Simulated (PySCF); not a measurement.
Choosing a basis for TDDFT

Compound: C3H10O2Si.
Z-matrix (Å and degrees, PBE0-D3(BJ)/def2-SVP geometry), rows numbered from 1:
```
C 
O   1  1.4010
Si  2  1.6641  1  123.85
C   3  1.8582  2  105.81  1  -179.08
O   3  1.6650  2  110.29  1    59.05
C   5  1.4005  3  123.86  2    64.01
H   1  1.1012  2  108.95  3  -166.00
H   1  1.1054  2  111.68  3    74.96
H   1  1.1050  2  112.25  3   -46.38
H   3  1.4888  2  110.84  1   -55.34
H   4  1.1006  3  110.99  2  -177.27
H   4  1.1006  3  110.44  2    62.52
H   4  1.1009  3  110.75  2   -56.72
H   6  1.1009  5  108.89  3  -171.54
H   6  1.1056  5  111.96  3    69.44
H   6  1.1052  5  112.25  3   -52.07
```

TDDFT with PBE0 (PySCF), vertical singlets, core orbitals frozen in the response, spherical d and f functions. Geometry: PBE0-D3(BJ)/def2-SVP, one conformer, isolated molecule.

Compare 6-31G*, 6-31+G*, def2-SVP, def2-SVPD, aug-cc-pVDZ and def2-TZVP for this molecule.

```csv
basis,functions,diffuse,S1 (eV),S2 (eV),S3 (eV),S4 (eV),S5 (eV),LUMO (eV),α (au)
6-31G*,108,no,8.33,8.41,8.59,8.65,8.68,2.09,57.6
6-31+G*,132,yes,7.21,7.39,7.51,7.55,7.72,0.24,65.0
def2-SVP,138,no,8.25,8.39,8.56,8.66,8.67,1.71,59.5
def2-SVPD,210,yes,7.50,7.67,7.80,7.94,8.11,0.60,70.6
aug-cc-pVDZ,232,yes,6.94,7.11,7.26,7.32,7.50,-0.07,72.3
def2-TZVP,252,no,7.87,7.99,8.11,8.19,8.24,1.14,67.7
```

States are compared by their number. Against the largest diffuse basis here (aug-cc-pVDZ, itself not a converged limit), sets without diffuse functions differ by up to 1.39 eV in S1 and 1.19 eV in S5; the smaller diffuse sets differ by up to 0.56 and 0.62 eV. State by state, the largest deviation of a set without diffuse functions is S1 1.39, S2 1.30, S3 1.33, S4 1.34, S5 1.19 eV. The same number needn't mean the same state in each row. Against aug-cc-pVDZ the polarisability deviates by -20% in 6-31G*, -10% in 6-31+G*, -18% in def2-SVP, -2% in def2-SVPD, -6% in def2-TZVP. A single + in a Pople set puts diffuse functions on heavy atoms only.
